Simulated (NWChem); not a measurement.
System: CH6BN; SMILES BNC

Input file for NWChem:

```
start job
memory heap 200 mb stack 900 mb global 1100 mb
geometry units angstroms noautosym nocenter noautoz
  B      0.229992    -1.358373     0.000000
  H     -0.432795    -2.370687     0.000000
  H      1.441021    -1.382308     0.000000
  N     -0.420938    -0.132848     0.000000
  C      0.178754     1.178259     0.000000
  H     -1.435319    -0.120991     0.000000
  H     -0.109910     1.762705     0.890370
  H     -0.109910     1.762705    -0.890370
  H      1.272496     1.078096     0.000000
end
basis spherical
  * library pcsseg-1
end
dft
  xc bhlyp
  iterations 150
end
property
  shielding 8 1 2 3 4 5 6 7 9
end
task dft property
```

Parts of the log:

```
             Northwest Computational Chemistry Package (NWChem) 7.3.0
             --------------------------------------------------------

                             Geometry "geometry" -> ""
                             -------------------------

 Output coordinates in angstroms (scale by  1.889725989 to convert to a.u.)

  No.       Tag          Charge          X              Y              Z
 ---- ---------------- ---------- -------------- -------------- --------------
    1 B                    5.0000     0.22999200    -1.35837300     0.00000000
    2 H                    1.0000    -0.43279500    -2.37068700     0.00000000
    3 H                    1.0000     1.44102100    -1.38230800     0.00000000
    4 N                    7.0000    -0.42093800    -0.13284800     0.00000000
    5 C                    6.0000     0.17875400     1.17825900     0.00000000
    6 H                    1.0000    -1.43531900    -0.12099100     0.00000000
    7 H                    1.0000    -0.10991000     1.76270500     0.89037000
    8 H                    1.0000    -0.10991000     1.76270500    -0.89037000
    9 H                    1.0000     1.27249600     1.07809600     0.00000000

 Effective nuclear repulsion energy (a.u.)      70.7210262189

                              NWChem Property Module
                              ----------------------

  itol2e modified to match energy
  convergence criterion.

                                 NWChem DFT Module
                                 -----------------

 Summary of "ao basis" -> "ao basis" (spherical)
 ------------------------------------------------------------------------------
       Tag                 Description            Shells   Functions and Types
 ---------------- ------------------------------  ------  ---------------------
 B                          pcsseg-1                 7       17   3s3p1d
 H                          pcsseg-1                 3        5   2s1p
 N                          pcsseg-1                 7       17   3s3p1d
 C                          pcsseg-1                 7       17   3s3p1d

  itol2e modified to match energy
  convergence criterion.

            General Information
            -------------------
          SCF calculation type: DFT
          Wavefunction type:  closed shell.
          No. of atoms     :     9
          No. of electrons :    24
           Alpha electrons :    12
            Beta electrons :    12
          Charge           :     0
          Spin multiplicity:     1
          Use of symmetry is: off; symmetry adaption is: off
          Maximum number of iterations: 150
          AO basis - number of functions:    81
                     number of shells:    39
          Convergence on energy requested:  1.00D-07
          Convergence on density requested:  1.00D-05
          Convergence on gradient requested:  5.00D-04

              XC Information
              --------------
                        BHLYP Method XC Functional
                     Hartree-Fock (Exact) Exchange  0.500
                        Slater Exchange Functional  0.500 local
                    Becke 1988 Exchange Functional  0.500 non-local
              Lee-Yang-Parr Correlation Functional  1.000

             Grid Information
             ----------------
          Grid used for XC integration:  fine
          Radial quadrature: Mura-Knowles
          Angular quadrature: Lebedev.
          Tag              B.-S. Rad. Rad. Pts. Rad. Cut. Ang. Pts.
          ---              ---------- --------- --------- ---------
          B                   0.85       70          11.0       590
          H                   0.35       60          12.0       590
          N                   0.65       70           8.0       590
          C                   0.70       70          11.0       590
          Grid pruning is: on
          Number of quadrature shells:   570
          Spatial weights used:  Erf1

      Superposition of Atomic Density Guess
      -------------------------------------

 Sum of atomic energies:        -119.45381615

      Non-variational initial energy
      ------------------------------

 Total energy =    -121.214122
 1-e energy   =    -298.653837
 2-e energy   =     106.718689
 HOMO         =      -0.340959
 LUMO         =       0.017251

   convergence    iter        energy       DeltaE   RMS-Dens  Diis-err
 ---------------- ----- ----------------- --------- --------- ---------
 d= 0,ls=0.0,diis     1   -121.2191598183 -1.92D+02  4.61D-03  2.53D-01
 d= 0,ls=0.0,diis     2   -121.2480521427 -2.89D-02  1.73D-03  5.40D-02
 d= 0,ls=0.0,diis     3   -121.2514780191 -3.43D-03  6.97D-04  2.25D-02
 d= 0,ls=0.0,diis     4   -121.2537031363 -2.23D-03  1.15D-04  2.05D-04
 d= 0,ls=0.0,diis     5   -121.2537249368 -2.18D-05  3.58D-05  2.46D-05
  Resetting Diis
 d= 0,ls=0.0,diis     6   -121.2537280964 -3.16D-06  7.32D-06  7.71D-07
 d= 0,ls=0.0,diis     7   -121.2537281962 -9.99D-08  1.61D-06  1.54D-08

         Total DFT energy =     -121.253728196237
      One electron energy =     -301.871146339580
           Coulomb energy =      128.470251915583
    Exchange-Corr. energy =      -18.573859991179
 Nuclear repulsion energy =       70.721026218939

 Numeric. integr. density =       23.999997747933

                       DFT Final Molecular Orbital Analysis
                       ------------------------------------

 Vector   10  Occ=2.000000D+00  E=-4.381014D-01
              MO Center=  2.2D-01, -4.5D-02,  3.3D-10, r^2= 3.1D+00
   Bfn.  Coefficient  Atom+Function         Bfn.  Coefficient  Atom+Function
  ----- ------------  ---------------      ----- ------------  ---------------
    77      0.257359  9 H  s                 62      0.177154  6 H  s
     8     -0.173105  1 B  py                51      0.173318  5 C  px
    23      0.163881  3 H  s                 35      0.164524  4 N  py
    18      0.159731  2 H  s                 34     -0.159633  4 N  px
    67     -0.150906  7 H  s                 72     -0.150906  8 H  s

 Vector   11  Occ=2.000000D+00  E=-3.768729D-01
              MO Center=  3.3D-01, -1.5D+00, -3.4D-11, r^2= 2.1D+00
   Bfn.  Coefficient  Atom+Function         Bfn.  Coefficient  Atom+Function
  ----- ------------  ---------------      ----- ------------  ---------------
    18      0.340152  2 H  s                 23     -0.334191  3 H  s
     7     -0.243860  1 B  px                24     -0.155506  3 H  s
    19      0.151769  2 H  s                  8     -0.136009  1 B  py
    10     -0.133856  1 B  px                 4     -0.130968  1 B  px
    62     -0.119528  6 H  s                 52     -0.089391  5 C  py

 Vector   12  Occ=2.000000D+00  E=-3.330276D-01
              MO Center= -2.6D-01,  3.7D-02, -1.8D-10, r^2= 1.9D+00
   Bfn.  Coefficient  Atom+Function         Bfn.  Coefficient  Atom+Function
  ----- ------------  ---------------      ----- ------------  ---------------
    39      0.432266  4 N  pz                36      0.377542  4 N  pz
    67     -0.192618  7 H  s                 72      0.192618  8 H  s
    33      0.187065  4 N  pz                 9      0.150766  1 B  pz
    53     -0.131268  5 C  pz                56     -0.121547  5 C  pz
    12      0.107708  1 B  pz                68     -0.088588  7 H  s

 Vector   13  Occ=0.000000D+00  E= 5.012382D-02
              MO Center=  2.1D-01, -1.2D+00,  1.3D-09, r^2= 3.3D+00
   Bfn.  Coefficient  Atom+Function         Bfn.  Coefficient  Atom+Function
  ----- ------------  ---------------      ----- ------------  ---------------
    12      0.804630  1 B  pz                39     -0.437214  4 N  pz
     9      0.305630  1 B  pz                68      0.216821  7 H  s
    73     -0.216821  8 H  s                 36     -0.200272  4 N  pz
     6      0.143092  1 B  pz                33     -0.109400  4 N  pz
    56     -0.100194  5 C  pz                67      0.052290  7 H  s

 Vector   14  Occ=0.000000D+00  E= 8.039730D-02
              MO Center= -8.5D-01,  8.2D-01, -7.6D-10, r^2= 5.3D+00
   Bfn.  Coefficient  Atom+Function         Bfn.  Coefficient  Atom+Function
  ----- ------------  ---------------      ----- ------------  ---------------
    47      1.435163  5 C  s                 63     -0.965987  6 H  s
    68     -0.761388  7 H  s                 73     -0.761388  8 H  s
    30      0.580983  4 N  s                 37     -0.381543  4 N  px
     3      0.345082  1 B  s                 19     -0.333007  2 H  s
    55      0.304345  5 C  py                78     -0.303492  9 H  s

[...]

          -----------------------------------------
          Chemical Shielding Tensors (GIAO, in ppm)
          -----------------------------------------

                                NWChem CPHF Module
                                ------------------

  scftype          =     RHF
  nclosed          =       12
  nopen            =        0
  variables        =      828
  # of vectors     =        3
  tolerance        = 0.10D-03
  level shift      = 0.00D+00
  max iterations   =       50
  max subspace     =       30

 SCF residual:    1.4062410058718347E-004

Iterative solution of linear equations
  No. of variables      828
  No. of equations        3
  Maximum subspace       30
        Iterations       50
       Convergence  1.0D-04

   iter   nsub   residual    time
   ----  ------  --------  ---------
     1      3    8.62D-01      12.7
     2      6    4.76D-02      14.1
     3      9    4.87D-03      15.6
     4     12    6.73D-04      17.1
     5     15    4.85D-05      18.6

      Atom:    1  B
        Diamagnetic
    197.5831     -5.2133     -0.0000
     -5.2133    206.0937      0.0000
     -0.0000      0.0000    187.2565

        Paramagnetic
   -163.5372     -3.7149      0.0000
     -3.7149   -159.6787      0.0000
      0.0000      0.0000    -73.3181

        Total Shielding Tensor
     34.0459     -8.9282      0.0000
     -8.9282     46.4150      0.0000
      0.0000      0.0000    113.9385

           isotropic =      64.7998
          anisotropy =      73.7080

          Principal Components and Axis System
                 1           2           3
              113.9385     51.0915     29.3695

      1         0.0000     -0.4640      0.8858
      2         0.0000      0.8858      0.4640
      3         1.0000      0.0000     -0.0000

      Atom:    2  H
        Diamagnetic
     28.5557      3.8127     -0.0000
      3.8127     36.3873      0.0000
     -0.0000      0.0000     25.7265

        Paramagnetic
     -2.9440     -4.7211      0.0000
     -4.7211     -7.7307      0.0000
      0.0000      0.0000      1.0948

        Total Shielding Tensor
     25.6118     -0.9084     -0.0000
     -0.9084     28.6566      0.0000
     -0.0000      0.0000     26.8213

           isotropic =      27.0299
          anisotropy =       2.8157

          Principal Components and Axis System
                 1           2           3
               28.9070     26.8213     25.3613

      1        -0.2658      0.0000      0.9640
      2         0.9640     -0.0000      0.2658
      3         0.0000      1.0000     -0.0000

      Atom:    3  H
        Diamagnetic
     36.5554     -2.4724     -0.0000
     -2.4724     28.2286      0.0000
     -0.0000      0.0000     25.3194

        Paramagnetic
    -11.1900      1.0841      0.0000
      1.0841     -0.0932     -0.0000
      0.0000     -0.0000      1.8152

        Total Shielding Tensor
     25.3654     -1.3883      0.0000
     -1.3883     28.1354     -0.0000
      0.0000     -0.0000     27.1346

           isotropic =      26.8785
          anisotropy =       2.7495

          Principal Components and Axis System
                 1           2           3
               28.7115     27.1346     24.7894

      1        -0.3832      0.0000      0.9236
      2         0.9236      0.0000      0.3832
      3        -0.0000      1.0000     -0.0000

      Atom:    4  N
        Diamagnetic
    325.9662      1.2421     -0.0000
      1.2421    334.9492      0.0000
     -0.0000      0.0000    304.0093

        Paramagnetic
   -267.0420    -73.6955      0.0000
    -73.6955   -210.1135     -0.0000
      0.0000     -0.0000    -84.7164

        Total Shielding Tensor
     58.9242    -72.4534      0.0000
    -72.4534    124.8357     -0.0000
      0.0000     -0.0000    219.2929

           isotropic =     134.3509
          anisotropy =     127.4130

          Principal Components and Axis System
                 1           2           3
              219.2929    171.4763     12.2836

      1         0.0000     -0.5413      0.8408
      2        -0.0000      0.8408      0.5413
      3         1.0000      0.0000     -0.0000

      Atom:    5  C
        Diamagnetic
    242.0496      6.9952      0.0000
      6.9952    255.8058     -0.0000
      0.0000     -0.0000    240.5348

        Paramagnetic
   -104.1678     13.3458      0.0000
     13.3458    -82.0669      0.0000
      0.0000      0.0000   -113.5321

        Total Shielding Tensor
    137.8819     20.3410      0.0000
     20.3410    173.7389      0.0000
      0.0000      0.0000    127.0027

           isotropic =     146.2078
          anisotropy =      55.0754

          Principal Components and Axis System
                 1           2           3
              182.9247    128.6960    127.0027

      1         0.4116      0.9114     -0.0000
      2         0.9114     -0.4116      0.0000
      3         0.0000      0.0000      1.0000

      Atom:    6  H
        Diamagnetic
     45.0487     -0.0408     -0.0000
     -0.0408     27.7520      0.0000
     -0.0000      0.0000     22.2764

        Paramagnetic
    -12.2866     -0.8899      0.0000
     -0.8899      0.2722     -0.0000
      0.0000     -0.0000     -1.0393

        Total Shielding Tensor
     32.7621     -0.9308     -0.0000
     -0.9308     28.0242     -0.0000
     -0.0000     -0.0000     21.2371

           isotropic =      27.3411
          anisotropy =       8.3959

          Principal Components and Axis System
                 1           2           3
               32.9384     27.8479     21.2371

      1         0.9825      0.1861      0.0000
      2        -0.1861      0.9825      0.0000
      3        -0.0000     -0.0000      1.0000

      Atom:    7  H
        Diamagnetic
     23.4374     -0.5409     -2.0812
     -0.5409     32.1697      7.4894
     -2.0812      7.4894     31.5663

        Paramagnetic
      1.7554      1.2823      1.1990
      1.2823     -0.6550     -3.4335
      1.1990     -3.4335     -2.7210

        Total Shielding Tensor
     25.1928      0.7414     -0.8822
      0.7414     31.5147      4.0560
     -0.8822      4.0560     28.8453

           isotropic =      28.5176
          anisotropy =       8.8997

          Principal Components and Axis System
                 1           2           3
               34.4507     26.7551     24.3470

      1         0.0092     -0.5923      0.8056
      2         0.8108     -0.4671     -0.3527
      3         0.5852      0.6564      0.4760

      Atom:    8  H
        Diamagnetic
     37.7384      2.6227      0.0000
      2.6227     27.2282     -0.0000
      0.0000     -0.0000     22.2633

        Paramagnetic
     -6.0457     -0.9288     -0.0000
     -0.9288      0.8534     -0.0000
     -0.0000     -0.0000      3.1433

        Total Shielding Tensor
     31.6926      1.6939      0.0000
      1.6939     28.0816     -0.0000
      0.0000     -0.0000     25.4066

           isotropic =      28.3936
          anisotropy =       5.9538

          Principal Components and Axis System
                 1           2           3
               32.3629     27.4114     25.4066

      1         0.9299     -0.3679     -0.0000
      2         0.3679      0.9299      0.0000
      3        -0.0000     -0.0000      1.0000
```

Level: BHandHLYP/pcSseg-1, GIAO. All runs use the structure optimised with PBE0/def2-SVP. The output numbers the shielded atoms by their place in the input's list. The printed shielding anisotropy is the first printed principal value minus the mean of the other two.
